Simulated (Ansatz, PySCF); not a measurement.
C4H5N2, charge +1. Atoms are numbered in the order given.

```xyz
11

C     -0.8451     1.1056     0.0000
C      0.5500     1.2651     0.0000
N      1.3960     0.2236     0.0000
C      0.8898    -0.9874     0.0000
N     -0.4491    -1.2095     0.0000
C     -1.3381    -0.1886     0.0000
H     -1.5232     1.9599     0.0000
H      1.0040     2.2610     0.0000
H      1.5422    -1.8656     0.0000
H     -0.7916    -2.1751     0.0000
H     -2.3986    -0.4466     0.0000
```
Charge +1, spin multiplicity 1.

Geometry: TPSSh-D3(BJ)/def2-SVP. The isomer is the one that the SMILES or the coordinates give; other isomers of the formula were not compared.

Vertical ionisation energy (IE) and electron affinity (EA) in eV. Rows of orbital energies are one-electron estimates. Where ΔSCF, EOM or ADC give a negative EA the extra electron is unbound and the value depends on the basis.

```csv
level,IE,EA
"−ε(HOMO), −ε(LUMO), r2SCAN/def2-TZVP (PySCF)",12.25,8.38
"−ε(HOMO), −ε(LUMO), PBE/def2-TZVP (PySCF)",11.91,8.55
"ΔSCF, PBE0/def2-SVPD (Ansatz), final states of multiplicity 2 and 2",15.71,5.61
"ΔSCF, PBE/def2-SVPD (Ansatz), final states of multiplicity 2 and 2",15.57,5.57
```

Problem. What vertical singlet–triplet gap does ΔSCF give with PBE0/def2-SVPD (Ansatz, an electronic-structure program) and with PBE/def2-SVPD (Ansatz)? (Estimate from the structure and the level; the computed values follow.)

Solution. 3.83 and 3.73 eV (triplet above singlet where positive).
